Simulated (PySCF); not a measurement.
Delta-SCF ions had no search for a lower state. Excitations are Tamm–Dancoff values on a coarser integration grid. The basis has no diffuse functions, so Rydberg states are missing or too high.

Z-matrix (Å, degrees):
```
C
H 1 1.0961
H 1 1.0962 2 105.33
C 1 1.5246 2 110.83 3 -119.88
H 4 1.0920 1 111.28 2 178.55
H 4 1.0920 5 107.34 1 -121.96
H 4 1.0924 5 107.78 6 -115.89
Si 1 1.8669 2 107.87 3 114.98
C 8 1.6994 1 124.54 2 124.59
H 9 1.0838 8 121.73 1 179.98
H 9 1.0839 10 115.47 8 -179.99
H 8 1.4830 9 120.85 10 0.04
```
Charge 0, multiplicity 1.

**Question.** Estimate the HOMO–LUMO gap, T1 excitation (TDA), vertical ionisation energy (Delta-SCF), total energy and S1–T1 gap (TDA) that PBE0-D3(BJ)/def2-TZVP (PySCF) returns for this input.

**Answer.** 
```json
{
 "HOMO–LUMO gap": "5.59 eV",
 "T1 excitation (TDA)": "2.83 eV",
 "vertical ionisation energy (Delta-SCF)": "8.17 eV",
 "total_energy": "-408.3631 Ha",
 "S1–T1 gap (TDA)": "2.87 eV"
}
```
